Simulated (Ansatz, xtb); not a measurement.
Relative energy of two conformers of GeH3NS

Structure I is `[NH2][Ge][SH]`, a singlet and structure II is `[NH2][Ge][SH]`, a singlet. Both are isolated molecules in the gas phase, relaxed with PBE0-D4/def2-SVP.

I (Å):

```yaml
atoms:
  - { symbol: Ge, position_ang: [-1.1704, 1.3318, 0.7724] }
  - { symbol: N, position_ang: [-0.3161, 1.9063, -0.7266] }
  - { symbol: S, position_ang: [0.3496, -0.1962, 1.4769] }
  - { symbol: H, position_ang: [-0.7380, 2.6224, -1.3092] }
  - { symbol: H, position_ang: [0.5797, 1.5984, -1.0923] }
  - { symbol: H, position_ang: [1.2617, -0.0506, 0.4891] }
```

II (Å):

```yaml
atoms:
  - { symbol: Ge, position_ang: [0.4148, -0.9502, -0.3867] }
  - { symbol: N, position_ang: [-0.8779, 0.2352, -0.8557] }
  - { symbol: S, position_ang: [1.0619, 0.1866, 1.4600] }
  - { symbol: H, position_ang: [-1.1302, 1.0888, -0.3669] }
  - { symbol: H, position_ang: [-1.4431, 0.0850, -1.6842] }
  - { symbol: H, position_ang: [2.0167, -0.7094, 1.7874] }
```

Energies in hartree; the thermal terms are from PBE0-D4/def2-SVP harmonic frequencies (ideal gas, rigid rotor, one conformer each, 298.15 K, 1 atm) and include the zero-point energy:

```
                                I            II
E, CCSD(T)/def2-TZVP  −2529.839546  −2529.842657
   zero-point energy      0.034870      0.035242
        H(298 K) − E      0.040907      0.041217
        G(298 K) − E      0.006155      0.006550
```

Q: Work out ΔE, ΔE₀, ΔH and ΔG for I → II in kcal/mol (1 Eh = 627.51 kcal/mol) and the equilibrium ratio [II]/[I].

A: 1. ΔE = −2529.842657 − (−2529.839546) = −0.003111 Eh = −1.95 kcal/mol.
2. ΔE₀ = ΔE + ΔZPE = −0.003111 + (+0.000372) Eh = −1.72 kcal/mol.
3. ΔH = ΔE + (+0.000310) Eh = −1.76 kcal/mol.
4. ΔG = ΔE + (+0.000395) Eh = −1.70 kcal/mol, so ΔS = (ΔH − ΔG)/T = −0.7 J/(mol K).
5. kT = 0.9442 mEh, so K = [II]/[I] = exp(−ΔG/kT) = exp(+2.88) ≈ 18.

Structure II is favoured at this temperature. An error of 1 kcal/mol in ΔG would change K by a factor of 5.4. Mirror images and further conformers aren't counted.

Other levels gave ΔE = −2.1 (PBE0-D4/def2-SVP); −1.9 (HF/def2-TZVP); −2.1 (MP2/def2-TZVP) kcal/mol. The correlated steps freeze 15 core orbitals; the filled d shell of Ge is correlated, in a basis made for valence electrons. Programs: Ansatz 0.2.0.
